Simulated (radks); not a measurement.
The iodine ion I+ inside a hard spherical wall (all orbitals vanish at R), configuration held at [Kr] 4d10 5s2 5p4 and not refilled when levels cross. All-electron calculation, scalar-relativistic Kohn-Sham, LDA (Slater exchange, Perdew-Wang correlation), spin-polarised, spherical densities, finite nucleus; open shells are filled with parallel spins first (spin-orbit coupling, left out, can overturn this in heavy ions); Fermi nuclear charge, rms radius 4.75 fm. Program: a radial shooting solver on a logarithmic mesh with Libxc functionals. Eigenvalues in eV for spin up, with the zero of energy where the potential of the charges vanishes at infinity; a dash marks a level that is unbound or too diffuse for the functional's potential to be trusted. A positive occupied level is held by the wall or, in an anion where self-interaction has pushed it up, behind a barrier. The pressure on the wall is -dE/dV.

| R (bohr) | E (hartree) | kinetic (hartree) | e(4p) | e(4d) | e(5s) | e(5p) | e(6s, empty) | e(5d, empty) | pressure (GPa) |
|---|---|---|---|---|---|---|---|---|---|
| free | -7109.98630 | 7460.653 | -136.93 | -59.948 | -27.034 | -16.053 | -5.328 | -4.325 | 0 |
| 20 | -7109.98630 | 7460.653 | -136.93 | -59.948 | -27.034 | -16.053 | -5.328 | -4.325 | < 0.0001 |
| 15 | -7109.98630 | 7460.653 | -136.93 | -59.948 | -27.034 | -16.053 | -5.327 | -4.324 | < 0.0001 |
| 12 | -7109.98630 | 7460.653 | -136.93 | -59.948 | -27.034 | -16.053 | -5.313 | -4.317 | < 0.0001 |
| 7 | -7109.98504 | 7460.668 | -136.87 | -59.886 | -26.984 | -16.002 | -4.028 | -3.791 | 0.112 |
| 5 | -7109.93759 | 7461.040 | -135.74 | -58.782 | -26.137 | -15.028 | 2.792 | -0.943 | 8.16 |
| 4 | -7109.69516 | 7462.458 | -132.63 | -55.768 | -23.660 | -11.920 | 16.930 | 5.123 | 76.3 |
| 2 | -7095.24774 | 7516.837 | -88.232 | -12.188 | 48.424 | 74.889 | 263.66 | 120.53 | 20600 |
